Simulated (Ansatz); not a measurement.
Start from `[CH3][SnH]([OH])[Cl]` and change one atom or group to get `[CH3][SnH2][Cl]`.

Ansatz, PBE0-D4/def2-TZVP geometries, multiplicity 1. Each molecule was computed in one conformer, which needn't be the lowest.

Elements past krypton have def2 core potentials.

```tsv
property	`[CH3][SnH]([OH])[Cl]`
HOMO–LUMO gap (PBE/def2-TZVPP) / eV	5.44
size of the dipole moment (ωB97M-V/def2-TZVPP) / D	2.21
HOMO energy (PBE/def2-TZVPP) / eV	-6.95
size of the dipole moment (PBE/def2-TZVPP) / D	2.12
LUMO energy (PBE0/def2-TZVPP) / eV	-0.55
HOMO energy (PBE0/def2-TZVPP) / eV	-8.43
```

(1) What does the change do to each property? (Estimate.)

## Answers

(1) Ansatz gave: 
| property | `[CH3][SnH2][Cl]` | shift |
| --- | --- | --- |
| HOMO–LUMO gap (PBE/def2-TZVPP) / eV | 5.67 | 0.23 |
| size of the dipole moment (ωB97M-V/def2-TZVPP) / D | 2.95 | 0.74 |
| HOMO energy (PBE/def2-TZVPP) / eV | -7.00 | -0.05 |
| size of the dipole moment (PBE/def2-TZVPP) / D | 2.84 | 0.72 |
| LUMO energy (PBE0/def2-TZVPP) / eV | -0.48 | 0.07 |
| HOMO energy (PBE0/def2-TZVPP) / eV | -8.30 | 0.13 |

With PBE0 the HOMO rises by 0.13 eV and the LUMO rises by 0.07 eV, so the gap narrows by about 0.06 eV. PBE moves the HOMO by -0.05 eV and ωB97M-V by 0.17 eV. The zero-point energy changes by -16.6 kJ/mol with -3 modes. Dipoles are sizes alone; their direction can turn.

Positive LUMOs are unbound, so they and the gaps depend on the basis.
